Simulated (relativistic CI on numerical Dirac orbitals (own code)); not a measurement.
## Sensitivity of the levels of Xe XXXIII to α and to the nuclear radius

These numbers are calculated, not measured: Dirac-Coulomb-Breit CI, KLI orbitals optimised for each configuration, derivatives by finite differences, unscaled Slater integrals, QED left out (own radial code, finite nucleus).

Configurations in the expansion (outside the closed core [Ne] 3s2): 3p⁶3d⁴, 3p⁵3d⁵, 3p⁶3d³4p, 3p⁶3d²4s4p, 3p⁶3d²4s², 3p⁶3d4s²4p. Double excitations out of closed p, d and f shells are left out; levels of such configurations are missing from the list, as are those of other unlisted configurations, and high levels can miss mixing partners.

With x = (α/α₀)² − 1 an excitation energy changes as ω = ω₀ + qx; K = 2q/ω₀ is the relative enhancement. Terms are leading LS components, so labels can repeat. The field-shift factor is F = δν/δ⟨r²⟩ for the transition from the lowest level.

Lowest level 3p⁶3d⁴ ³P0.

```tsv
Level	ω₀ (cm⁻¹)	q (cm⁻¹)	K	F (GHz/fm²)
3p⁶3d⁴ ⁵D1	76214	117600	3.09	1.03
3p⁶3d⁴ ⁵D2	123326	161700	2.62	1.46
3p⁶3d⁴ ³F4	144145	122300	1.7	1.23
3p⁶3d⁴ ⁵D3	148538	165100	2.22	1.54
3p⁶3d⁴ ⁵D0	213439	218800	2.05	2.07
3p⁶3d⁴ ³H4	220753	226100	2.05	2.16
3p⁶3d⁴ ³G3	244191	205000	1.68	2.05
3p⁶3d⁴ ³F2	246224	187900	1.53	1.92
3p⁶3d⁴ ³H5	259704	222600	1.71	2.22
3p⁶3d⁴ ³H6	274220	224100	1.63	2.27
3p⁶3d⁴ ³P1	274341	238900	1.74	2.36
3p⁶3d⁴ ³G4	302156	232300	1.54	2.38
3p⁶3d⁴ ³D2	312538	233200	1.49	2.41
3p⁶3d⁴ ³F3	316287	215400	1.36	2.29
3p⁶3d⁴ ³F4	345264	320300	1.86	3.12
3p⁶3d⁴ ¹D2	369813	259100	1.4	2.72
3p⁶3d⁴ ³F3	374502	332800	1.78	3.27
3p⁶3d⁴ ³G5	394487	345600	1.75	3.42
3p⁶3d⁴ ¹I6	400469	339300	1.69	3.39
3p⁶3d⁴ ³D1	406154	331300	1.63	3.33
3p⁶3d⁴ ³F4	423441	262000	1.24	2.86
3p⁶3d⁴ ³P2	442231	299100	1.35	3.17
3p⁶3d⁴ ¹S0	447822	333100	1.49	3.43
```

At this charge energies of transitions that change n are usually good to better than 1 %, and those within a shell (Δn = 0) to a few per cent. Terms inside the open d or f shell come out 10 to 20 % too wide with unscaled integrals.
